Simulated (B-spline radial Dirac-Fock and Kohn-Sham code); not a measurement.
The K (1s) hole of holmium ions: width and yield against charge

Level of theory: a relativistic independent-particle model: LDA orbitals of the hole state, radiative multipoles to third order, Auger rates from the Coulomb interaction with a continuum orbital, Dirac-Fock energies; a radial finite-basis atomic code. Tabulated ground configurations, configuration averages; single configurations, so decays that open only by mixing (as 1s 2s² with 1s 2p² in Be-like ions) are missing and such tiny yields are far too low.

| ion | configuration | radiative (eV) | non-radiative (eV) | yield |
| --- | --- | --- | --- | --- |
| Ho | [Xe] 4f11 6s2 | 24.7 | 1.44 | 0.945 |
| Ho⁺ | [Xe] 4f11 6s1 | 24.7 | 1.44 | 0.945 |
| Ho²⁺ | [Xe] 4f11 | 24.7 | 1.44 | 0.945 |
| Ho³⁺ | [Xe] 4f10 | 24.7 | 1.44 | 0.945 |
| Ho⁴⁺ | [Xe] 4f9 | 24.7 | 1.44 | 0.945 |
| Ho⁵⁺ | [Kr] 4d10 4f9 5s2 5p5 | 24.7 | 1.44 | 0.945 |
| Ho⁶⁺ | [Kr] 4d10 4f9 5s2 5p4 | 24.7 | 1.44 | 0.945 |
| Ho⁷⁺ | [Kr] 4d10 4f9 5s2 5p3 | 24.6 | 1.44 | 0.945 |

Values without a named source are computed, but for edge energies of neutral atoms, which are taken from tables.
